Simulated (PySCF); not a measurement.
Method: PBE-D3(BJ)/def2-TZVP // B3LYP-D3(BJ)/def2-TZVP in PySCF. Isolated molecules, 0 K electronic values unless said otherwise. Delta-SCF ions had no search for a lower state. Excitations are Tamm–Dancoff values on a coarser integration grid. The basis has no diffuse functions, so Rydberg states are missing or too high.

Reference species (SMILES): `[F][Al]([I])[I]` (neutral, multiplicity 1).

- T1 excitation (TDA): 4.16 eV
- vertical ionisation energy (Delta-SCF): 9.52 eV

Changed species: `[F][Al]([F])[I]` (1 of 3 F replaced by I; the reference has 2 of 3 F replaced by I).

Question: What does the change do to the T1 excitation (TDA) and vertical ionisation energy (Delta-SCF)?

Answer: the T1 excitation (TDA) rises by 0.43 eV, to 4.59 eV; the vertical ionisation energy (Delta-SCF) increases by 1.09 eV, to 10.61 eV.
